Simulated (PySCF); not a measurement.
Steps of a relaxation of [Dy(NH3)4]3+

[Dy(NH3)4]3+ (singlet in the valence; each metal's 4f electrons, 9 of them, lie in its core potential, out of spins and levels). PySCF 2.14.0, RKS PBE0, Dy lcecp-1-SVP with ECP55, N def2-SVP, H def2-SVP; non-relativistic Hamiltonian with scalar-relativistic core potentials where named; density fitting; no spin-orbit coupling. Origin of the start: displaced along the imaginary mode. Columns: position (Å) and force (eV/Å). Energies are counted from the last step; some of the 4 steps are shown. Forces carry noise of the integration grid, about 0.01 to 0.03 eV/Å.

Run from Python with OMP_NUM_THREADS=4. Where DIIS fails, smearing, a level shift and second-order steps follow.
It took 18 s on 4 threads of Arm Neoverse V2 (shared host), from the converged density of the start.

```xyz
17
step 0  E = 0.095 eV
Dy    0.0000    0.0000    0.0015     0.00    0.00    0.04
N     1.4110    1.3997    1.3985     0.55    0.54    0.56
H     1.4623    1.1087    2.4190     0.03    0.39   -1.01
H     2.4294    1.4425    1.1013    -0.98    0.04    0.39
H     1.1212    2.4200    1.4449     0.39   -0.98    0.03
N    -1.4110   -1.3997    1.3985    -0.55   -0.54    0.56
H    -1.4623   -1.1087    2.4190    -0.03   -0.39   -1.01
H    -2.4294   -1.4425    1.1013     0.98   -0.04    0.39
H    -1.1212   -2.4200    1.4449    -0.39    0.98    0.03
N     1.3985   -1.4055   -1.4052     0.04   -0.04   -0.04
H     2.0775   -2.0055   -0.9030    -0.04    0.04   -0.04
H     0.8917   -2.0831   -2.0030     0.04    0.04    0.04
H     1.9961   -0.9025   -2.0857    -0.04   -0.04    0.04
N    -1.3985    1.4055   -1.4052    -0.04    0.04   -0.04
H    -2.0775    2.0055   -0.9030     0.04   -0.04   -0.04
H    -0.8917    2.0831   -2.0030    -0.04   -0.04    0.04
H    -1.9961    0.9025   -2.0857     0.04    0.04    0.04
```

```xyz
17
step 1  E = 0.000 eV
Dy    0.0000    0.0000    0.0003     0.00    0.00    0.02
N     1.4118    1.4002    1.3987     0.00    0.00    0.00
H     1.4721    1.1283    2.3943    -0.01   -0.02    0.02
H     2.4061    1.4526    1.1204     0.02   -0.01   -0.02
H     1.1413    2.3965    1.4540    -0.02    0.02   -0.01
N    -1.4118   -1.4002    1.3987     0.00    0.00    0.00
H    -1.4721   -1.1283    2.3943     0.01    0.02    0.02
H    -2.4061   -1.4526    1.1204    -0.02    0.01   -0.02
H    -1.1413   -2.3965    1.4540     0.02   -0.02   -0.01
N     1.3987   -1.4060   -1.4061    -0.01    0.01    0.00
H     2.0773   -2.0048   -0.9053     0.00    0.00    0.00
H     0.8935   -2.0832   -2.0027     0.00    0.00    0.00
H     1.9953   -0.9046   -2.0861     0.00    0.00    0.00
N    -1.3987    1.4060   -1.4061     0.01   -0.01    0.00
H    -2.0773    2.0048   -0.9053     0.00    0.00    0.00
H    -0.8935    2.0832   -2.0027     0.00    0.00    0.00
H    -1.9953    0.9046   -2.0861     0.00    0.00    0.00
```

```xyz
17
step 2  E = 0.000 eV
Dy    0.0000    0.0000    0.0009     0.00    0.00    0.02
N     1.4121    1.4003    1.3989     0.01    0.01    0.01
H     1.4714    1.1266    2.3948     0.00    0.00   -0.01
H     2.4066    1.4519    1.1187    -0.01    0.00    0.00
H     1.1397    2.3970    1.4534     0.00   -0.01    0.00
N    -1.4121   -1.4003    1.3989    -0.01   -0.01    0.01
H    -1.4714   -1.1266    2.3948     0.00    0.00   -0.01
H    -2.4066   -1.4519    1.1187     0.01    0.00    0.00
H    -1.1397   -2.3970    1.4534     0.00    0.01    0.00
N     1.3984   -1.4059   -1.4057     0.00    0.00    0.00
H     2.0777   -2.0042   -0.9050     0.00    0.00    0.00
H     0.8931   -2.0838   -2.0017     0.00    0.00    0.00
H     1.9943   -0.9044   -2.0864     0.00    0.00    0.00
N    -1.3984    1.4059   -1.4057     0.00    0.00    0.00
H    -2.0777    2.0042   -0.9050     0.00    0.00    0.00
H    -0.8931    2.0838   -2.0017     0.00    0.00    0.00
H    -1.9943    0.9044   -2.0864     0.00    0.00    0.00
```

Problem. Where does the relaxation end?

Solution. It converges at step 3 in C2:
```xyz
17
step 3  E = 0
Dy    0.0000    0.0000    0.0015
N     1.4122    1.4004    1.3988
H     1.4714    1.1257    2.3944
H     2.4065    1.4517    1.1178
H     1.1390    2.3967    1.4532
N    -1.4122   -1.4004    1.3988
H    -1.4714   -1.1257    2.3944
H    -2.4065   -1.4517    1.1178
H    -1.1390   -2.3967    1.4532
N     1.3981   -1.4058   -1.4054
H     2.0782   -2.0033   -0.9048
H     0.8927   -2.0844   -2.0005
H     1.9931   -0.9044   -2.0869
N    -1.3981    1.4058   -1.4054
H    -2.0782    2.0033   -0.9048
H    -0.8927    2.0844   -2.0005
H    -1.9931    0.9044   -2.0869
```

Problem. How did the contacts change?

Solution. 
```tsv
contact	start (Å)	end (Å)
Dy1–N2 (NH3)	2.429	2.431
Dy1–N6 (NH3)	2.429	2.431
Dy1–N10 (NH3)	2.431	2.431
Dy1–N14 (NH3)	2.431	2.431
```


No frequency check is given that shows the relaxed geometry to be a minimum, and it was reached by following one of several unstable modes of a saddle point. An lcecp potential fixes the number of 4f electrons, so in runs with it no electron can move into or out of that shell.
